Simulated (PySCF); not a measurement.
**Ionisation energy of Cd¹⁷⁺ by level of theory**

Cd¹⁷⁺ [Ar] 3d10 4s2 4p1 (2P) → Cd¹⁸⁺ [Ar] 3d10 4s2 (1S), as a difference of total energies. All numbers are calculated (PySCF 2.14, scalar relativity by spin-free X2C-1e, in an uncontracted even-tempered set (20 s from 0.68 bohr⁻², ratio 2.5; 14 p from 0.88 bohr⁻², ratio 2.5; 9 d from 1.6 bohr⁻², ratio 2.5; 5 f from 6 bohr⁻², ratio 2.7; 4 g from 8.9 bohr⁻², ratio 2.7)). Correlated levels: outer shells: [Ne] frozen; virtual orbitals above 40 to 60 times the deepest correlated orbital energy dropped. The calculations carry no spin-orbit coupling.

| method | ionisation energy (eV) |
| --- | --- |
| UHF | 443.81 |
| PBE | 445.21 |
| PBE0 | 445.13 |
| r2SCAN | 445.36 |
| SCS-MP2 (outer shells) | 444.61 |

**Question.** Estimate what LDA gives.

**Answer.** 445.68 eV, closest to r2SCAN among the rows shown.

**Question.** Estimate what MP2 (outer shells) gives.

**Answer.** 444.72 eV, closest to SCS-MP2 (outer shells) among the rows shown.

A first-order spin-orbit estimate (lowest level to lowest level, LS coupling) adds 5.285 eV.

Breit and QED terms and the two-electron picture change are absent.

For comparison: 452.6 ± 0.3 eV (semi-empirical (NIST evaluation); NIST Atomic Spectra Database, ionization energies).
